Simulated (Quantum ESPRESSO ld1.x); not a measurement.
Values are calculated unless marked as measured or tabulated.
Problem. The mean radii <r> (bohr) of the occupied orbitals of an atom or ion are listed with their occupations. Code: ld1.x of Quantum ESPRESSO 7.5. Model: Dirac Kohn-Sham, relativistic LDA (MacDonald-Vosko exchange, VWN5 correlation), spin-unpolarised, spherical densities, point nucleus.

orbital  occ.      <r>
1s1/2       2  0.03122
2s1/2       2   0.1350
2p1/2       2   0.1143
2p3/2       4   0.1194
3s1/2       2   0.3696
3p1/2       2   0.3609
3p3/2       4   0.3718
3d3/2       4   0.3442
3d5/2       6   0.3477
4s1/2       2   0.9128
4p1/2       2   0.9797
4p3/2       4    1.012
4d3/2       4    1.391
4d5/2       6    1.416
5p1/2       1    4.491

Name the element and its charge. Open shells, if any, fill j = l - 1/2 first.

Solution. Z = 47, silver, charge 0: Ag in [Kr] 4d10 5p1. The 1s radius gives Z: for a bare nucleus <r> = (2 gamma + 1)/(2Z) with gamma = sqrt(1 - (Z/c)^2), 0.03062 bohr for Z = 47, and screening makes it slightly larger (0.03122 here). The occupations add up to 47, and the charge is Z minus that.
